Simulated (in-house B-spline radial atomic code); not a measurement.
Stripping calcium of all its electrons. The total binding energy is the sum of the 20 successive ionisation energies. Configuration: [Ar] 4s2. Method: Dirac-Hartree-Fock, average of configuration, Fermi nucleus of rms radius 3.4776 fm. Calculated with a radial B-spline atomic code at the basis-set limit.

Dirac-Coulomb total energy: -679.7101 hartree. First-order corrections (hartree): Breit 0.1908, self-energy 0.1358, vacuum polarisation -0.009934, recoil 0.00753.

(1) What total binding energy follows, and how does it compare with the sum of NIST's ionisation energies?

(2) What share of the binding belongs to the last two electrons?

Results:

(1) 18487.0 eV from the corrected total, against 18510.1 ± 1.7 eV from NIST's table (measured, semi-empirical and theoretical entries, uncertainties added in quadrature). The table binds 23.1 eV more, 1.15 eV per electron, the size expected of the correlation energy that Hartree-Fock leaves out.

(2) 57 % by NIST's values (10598.7 eV).
